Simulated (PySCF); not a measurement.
Compound: C₃H₇FOSi.
SMILES with atom numbers: `[CH2:1]=[C:2]([CH2:3][F:4])[O:5][SiH3:6]` (hydrogens: H7, H8 on C1; H9, H10 on C3; H11, H12, H13 on Si6)

The same species was optimised twice, with GFN2-xTB and with PBE0-D3(BJ)/def2-SVP (PySCF), and the same property calculations (PySCF, gas phase) were run on both structures.

```tsv
coordinate	GFN2-xTB	PBE0-D3(BJ)/def2-SVP	change
O5–Si6 (Å)	1.624	1.671	+0.047
C1=C2 (Å)	1.325	1.332	+0.007
C2–O5 (Å)	1.348	1.355	+0.007
C3–F4 (Å)	1.366	1.361	-0.005
C2–C3 (Å)	1.506	1.503	-0.003
C2–O5–Si6 (°)	136.2	134.9	-1.3
C1–C2–O5 (°)	121.2	121.7	+0.5
C1–C2–C3 (°)	123.9	123.5	-0.4
C3–C2–O5 (°)	114.9	114.8	-0.1
C2–C3–F4 (°)	112.0	111.9	-0.1
C1–C2–C3–F4 (°)	0	-1	-1
C1–C2–O5–Si6 (°)	180	-175	+5
```

Rotational constants: A = 5532, B = 1636, C = 1291 MHz (GFN2-xTB) against A = 5454, B = 1618, C = 1277 MHz (PBE0-D3(BJ)/def2-SVP). Atoms that the bonding makes alike are paired by their places after alignment.

On the GFN2-xTB structure: HOMO (eV) -6.90 [PBE0/pcSseg-1]; LUMO (eV) 0.00 [PBE0/pcSseg-1]; dipole (D) 2.05 [PBE0/pcSseg-1]; GIAO shielding of C1 (ppm) 90.4 [PBE0/pcSseg-1]; GIAO shielding of C2 (ppm) 27.7 [PBE0/pcSseg-1]; GIAO shielding of C3 (ppm) 105.2 [PBE0/pcSseg-1]; GIAO shielding of F4 (ppm) 434.7 [PBE0/pcSseg-1]; GIAO shielding of O5 (ppm) 249.6 [PBE0/pcSseg-1]; GIAO shielding of Si6 (ppm) 393.1 [PBE0/pcSseg-1].

Problem. What do these properties become on the PBE0-D3(BJ)/def2-SVP structure?

Solution. 
```csv
property,level,on GFN2-xTB,on PBE0-D3(BJ)/def2-SVP,change
HOMO (eV),PBE0/pcSseg-1,-6.90,-6.86,+0.04
LUMO (eV),PBE0/pcSseg-1,0.00,0.01,+0.01
dipole (D),PBE0/pcSseg-1,2.05,2.07,+0.02
"energy, GFN2-xTB geometry as zero (kcal/mol)",PBE0/pcSseg-1,0.0,-2.2,-2.2
GIAO shielding of C1 (ppm),PBE0/pcSseg-1,90.4,88.9,-1.5
GIAO shielding of C2 (ppm),PBE0/pcSseg-1,27.7,25.1,-2.6
GIAO shielding of C3 (ppm),PBE0/pcSseg-1,105.2,104.7,-0.5
GIAO shielding of F4 (ppm),PBE0/pcSseg-1,434.7,431.5,-3.2
GIAO shielding of O5 (ppm),PBE0/pcSseg-1,249.6,246.8,-2.8
GIAO shielding of Si6 (ppm),PBE0/pcSseg-1,393.1,390.9,-2.2
```

The heavy atoms differ by 0.029 Å rms after alignment. Among bonds between heavy atoms O5–Si6 changes most (+0.047 Å). Changes are differences of the printed values. Neither structure is proved a minimum here.

The values belong to the conformer `[CH2:1]=[C:2]([CH2:3][F:4])[O:5][SiH3:6]`: C1–C2–C3–F4 -1°, C1–C2–O5–Si6 -175°.
